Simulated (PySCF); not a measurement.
Assignment exercise: C₅H₁₄AlN

Mapped SMILES: `[CH2:1]=[CH:2][CH2:3][N+:4]([CH3:5])([CH3:6])[AlH3-:7]`. Hydrogens are named by the atom that carries them. Ha(C1) is cis to C3; Hb(C1) is trans to C3.

Method: PBE/pcSseg-1 with gauge-including orbitals, PBE0-D3(BJ)/def2-SVP structure, in PySCF 2.14.0 with density-fitted response routines (rapidly exchanging positions averaged, single conformer, non-relativistic Hamiltonian, gas phase).

References, each an isolated molecule treated in the same way: $^{13}$C, $^{1}$H against TMS.

Task: Assign these signals to the numbered atoms. $^{13}$C{$^{1}$H} NMR (computed): δ 135.8, 132.0, 63.6, 43.7.

Result: 
| δ (ppm) | atoms | environment | reason |
| --- | --- | --- | --- |
| 135.8 | C2 | alkene CH | an sp2 carbon of a C=C bond |
| 132.0 | C1 | terminal =CH2 carbon | an sp2 carbon of a C=C bond |
| 63.6 | C3 | allylic sp3 CH2 bonded to N | deshielded by the electronegative neighbour |
| 43.7 | C5/C6 | methyl carbon bonded to N | pulled downfield by the heteroatom |

Task: Assign these signals to the numbered atoms. $^{1}$H NMR (400 MHz, computed): δ 6.11 (m, 1H), 5.75 (m, 1H), 5.65 (m, 1H), 4.18 (br, 3H), 3.57 (d, 2H), 2.47 (s, 6H).

Result: 
| δ (ppm) | atoms | environment | reason |
| --- | --- | --- | --- |
| 6.11 | H(C2) | hydrogen on an alkene CH | olefinic region |
| 5.75 | Hb(C1) | hydrogen on a terminal =CH2 carbon | olefinic region |
| 5.65 | Ha(C1) | hydrogen on a terminal =CH2 carbon | – |
| 4.18 | H(Al7) | hydrogen on an aluminium bonded to N | – |
| 3.57 | H(C3) | hydrogen on an allylic sp3 CH2 bonded to N | its carbon carries N, hence the downfield position |
| 2.47 | H(C5)/H(C6) | hydrogen on a methyl carbon bonded to N | its carbon carries N, hence the downfield position |

Hb(C1) and Ha(C1) lie closer than the usual error of such a calculation, so a measured spectrum could show them in the other order.

Hydrides on Al or Ga are broadened by the quadrupolar metal nucleus. Shifts are as computed. Against solution values, carbons near 30 ppm lie about +2 ppm off and those near 130 ppm about +2 ppm. Of 1211 compounds with measured shifts, 218 miss one by over three times the rms of a fit or turn the order of signals round; such compounds aren't used in these exercises. No couplings were computed; multiplicities are counted from neighbouring protons, with m where these are inequivalent, close in shift, in a saturated or five-membered ring or joined by F or P, and br s for small geminal =CH2 splittings.
